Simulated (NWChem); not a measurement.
System: C$_{2}$H$_{2}$BrCl; SMILES C=C(Cl)Br

Results from NWChem. Structure relaxed at the PBE0/def2-SVP level. Ions are spin-unrestricted doublets at the neutral geometry; other ion states weren't tried.

**Question.** Estimate the computed values for PBE/def2-SVP. Quantities: vertical ionisation energy, ΔSCF (eV); −ε(HOMO) (eV).

**Answer.** 
```yaml
vertical ionisation energy, ΔSCF (eV): 9.31
"−ε(HOMO) (eV)": 6.17
```
